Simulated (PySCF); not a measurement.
**A single-point calculation**

[WO(OH)3]+ (singlet). PySCF 2.14.0, RKS CAM-B3LYP, W def2-SVP with ECP60, O def2-SVP, H def2-SVP; non-relativistic Hamiltonian with scalar-relativistic core potentials where named; density fitting; no spin-orbit coupling. Purpose: singlet excitations, Tamm-Dancoff CAM-B3LYP.

```python
mol = gto.M(atom='''
W     -0.15286    -0.11472    -0.17258
O      0.88178     0.75546     0.82479
O     -1.30551    -1.06483     0.88129
H     -1.57732    -1.28530     1.78960
O      0.84887    -1.24337    -1.20455
H      1.74335    -1.55307    -1.43211
O     -1.07283     1.06359    -1.22400
H     -1.22894     1.99363    -1.46430''',
    basis={'W': 'def2-SVP', 'O': 'def2-SVP', 'H': 'def2-SVP'},
    ecp={'W': 'def2-SVP'},
    charge=1, spin=0)
mf = dft.RKS(mol, xc='CAMB3LYP')
mf.grids.atom_grid = (50, 194)
mf = mf.density_fit()  # fitting sets: W def2-universal-JKFIT, O def2-universal-JKFIT, H def2-universal-JKFIT
mf.conv_tol = 1e-08; mf.max_cycle = 55
mf.kernel(dm0)  # dm0: converged density of the relaxed state
td = mf.TDA(); td.nstates = 8; td.kernel()
```

Run from Python with OMP_NUM_THREADS=2; the lines above give its settings. Where DIIS fails, smearing, a level shift and second-order steps follow.
It took 48 s on 2 threads of Arm Neoverse V1 (shared host), from an already converged density.

Task: Where do the frontier levels lie, over both spins?

Result: HOMO -17.11 eV, LUMO -6.40 eV. 

Task: What are the Mulliken charges and spins?

Result: 
```tsv
atom	charge (e)	spin (e)
W1	1.444	0.000
O2	-0.214	0.000
O3	-0.368	0.000
H4	0.292	0.000
O5	-0.368	0.000
H6	0.292	0.000
O7	-0.368	0.000
H8	0.291	0.000
```

Task: Which singlet excitations follow (Tamm-Dancoff, 8 states)?

Result: 
```csv
state,eV,oscillator strength
1,6.29,0.0000
2,6.42,0.0001
3,6.43,0.0001
4,6.64,0.0014
5,6.64,0.0015
6,6.71,0.0063
7,6.82,0.0072
8,6.82,0.0070
```

The geometry was relaxed with B3LYP (W def2-SVP with ECP60, O def2-SVP, H def2-SVP).
